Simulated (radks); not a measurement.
Tb+, configuration [Xe] 4f9 6s1.

Calculated with a radial shooting solver on a logarithmic mesh with Libxc functionals: scalar-relativistic Kohn-Sham, exchange-only r2SCAN, spin-polarised, spherical densities, finite nucleus; open shells are filled with parallel spins first (spin-orbit coupling, left out, can overturn this in heavy ions); meta-GGA in the generalised Kohn-Sham scheme; Fermi nuclear charge, rms radius 5.06 fm.

Energy parts (eV):
part                  energy
total             -318522.91
kinetic            342890.92
electron-nucleus  -778199.27
Hartree            123661.19
exchange            -6875.76

Orbitals (lengths in bohr, moments of r in powers of bohr; r(max) is where P^2 peaks; r(90%) holds 90 % of the orbital's charge):
orbital  occ.  eigenvalue (eV)  r(90%)   r(max)
1s up       1        -51935.66  0.0389  0.01364
1s down     1        -51935.65  0.0389  0.01364
2s up       1        -8636.102   0.142  0.07746
2s down     1        -8636.106   0.142  0.07746
2p up       3        -7671.077   0.132  0.06280
2p down     3        -7671.067   0.132  0.06280
3s up       1        -1928.870   0.351   0.2195
3s down     1        -1926.369   0.350   0.2194
3p up       3        -1629.561   0.356   0.2156
3p down     3        -1627.056   0.356   0.2155
3d up       5        -1239.187   0.337   0.1767
3d down     5        -1237.247   0.337   0.1766
4s up       1        -393.2707   0.778   0.5051
4s down     1        -387.2399   0.777   0.5049
4p up       3        -294.1244   0.834   0.5272
4p down     3        -288.0775   0.834   0.5269
4d up       5        -157.3747   0.937   0.5474
4d down     5        -151.2894   0.939   0.5470
4f up       7          -9.8860    1.53   0.5559
4f down     2          -4.5116    1.73   0.5585
5s up       1         -55.5613    1.91    1.181
5s down     1         -52.5093    1.96    1.197
5p up       3         -31.9950    2.29    1.340
5p down     3         -29.8229    2.33    1.365
6s up       1          -8.7863    5.58    3.404
6s down     0          -6.1426    6.04    3.478

The highest occupied level is 4f down at -4.512 eV. The configuration is held as typed, so some empty levels lie below it. The spin density at the nucleus is 36.74 e/bohr^3 (1s 0.18, 2s -0.39, 3s -15.95, 4s 2.38, 5s 21.53, 6s 28.97). The electron density at the nucleus is 7.2e+05 e/bohr^3 (large components only). Summed over all electrons, <r^2> = 56.21 bohr^2, which gives a Langevin (diamagnetic) susceptibility term of -44.5 x 10^-6 cm^3/mol. The density falls to 0.001 e/bohr^3 at r = 4.51 bohr.
